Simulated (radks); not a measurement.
Results of a calculation; reference values are marked as such.
Ionisation of Te48+, [He] 2s2, to Te49+, [He] 2s1, under several functionals. Scalar-relativistic Kohn-Sham, spin-unpolarised, spherical densities, finite nucleus; a radial shooting solver on a logarithmic mesh with Libxc functionals.

functional,E(Te48+) (hartree),Exc (hartree),IE (eV),-e(HOMO) (eV),<r> HOMO (bohr),IE error (eV)
RPBE,-3432.39907,-45.03523,8852.2,8755.6,0.1131,+31.2
PBEsol,-3429.85846,-42.48524,8847.7,8750.9,0.1131,+26.7
r2SCAN,-3431.98035,-44.42784,8854.0,8760.4,0.1131,+33.0
BP86,-3432.39313,-45.02817,8853.6,8756.6,0.1131,+32.6
PBE,-3431.75713,-44.38960,8852.0,8754.9,0.1131,+31.0
OLYP,-3432.07250,-44.71133,8852.0,8756.9,0.1131,+31.0
TASK exchange with Perdew-Wang LDA correlation,-3431.38376,-43.52675,8847.7,8757.8,0.1132,+26.7
AM05,-3428.02070,-40.64241,8844.0,8747.4,0.1131,+23.0
exchange-only PBE,-3431.65002,-44.28199,8850.8,8753.5,0.1131,+29.8

NIST Atomic Spectra Database: 8821 eV (theoretical). Closest: AM05. The Delta-SCF values span 10.05 eV, the total energies 4.38 hartree. The highest occupied level is 2s. Spin polarisation and multiplet splitting are left out, so open shells lie too high by an amount that depends on their filling.

Beside tabulated values, note that spin-unpolarised runs miss the spin-polarisation part of the exchange energy of open shells.
